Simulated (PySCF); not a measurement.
## Molecular orbitals of BeP⁺

M06-L at R = 2.024 Å; Be cc-pVDZ, P cc-pV(D+d)Z; no relativity (PySCF 2.14). State: ³Σ⁻ (triplet), unpaired electrons π ↑↑. Only the outer orbitals are listed, counted within each symmetry.

```tsv
spin	orbital	occ.	ε (eV)	on Be (%)	main shells (%)
α	5σ	1	-21.77	11	88 P s
α	6σ	1	-14.00	37	52 P p, 32 Be s, 10 P s
α	2π	1	-12.58	15	84 P p, 14 Be p
α	2π	1	-12.58	15	84 P p, 14 Be p
α	7σ	0	-9.56	87	56 Be s, 31 Be p, 13 P p
α	3π	0	-7.55	83	83 Be p, 14 P p
α	3π	0	-7.55	83	83 Be p, 14 P p
β	5σ	1	-19.72	16	82 P s, 9 Be s
β	6σ	1	-13.03	38	50 P p, 34 Be s, 12 P s
β	2π	0	-10.44	27	72 P p, 26 Be p
β	2π	0	-10.44	27	72 P p, 26 Be p
β	7σ	0	-9.49	87	50 Be s, 37 Be p, 13 P p
```

Which are the highest filled and the lowest empty level, where do they sit, and how wide is the gap?

Highest filled α 2π at -12.58 eV (in %: 84 P p, 14 Be p); lowest empty β 2π at -10.44 eV (in %: 72 P p, 26 Be p); the gap at M06-L is 2.14 eV. Both belong to one degenerate shell, split only by its one-sided filling, so this is no excitation gap.

| Quantity | Value |
| --- | --- |
| bond order (Mayer) | 1.54 |
| ⟨S²⟩ | 2.006 |
| charge on Be (Mulliken, basis-dependent) | 0.68 |
| charge on Be (Löwdin, basis-dependent) | 0.66 |
| dipole moment (positive dipole points towards P; it is taken about the centre of mass and depends on that origin) | -7.09 D |

The state was picked by a PBE0 search and need not be the measured ground state.
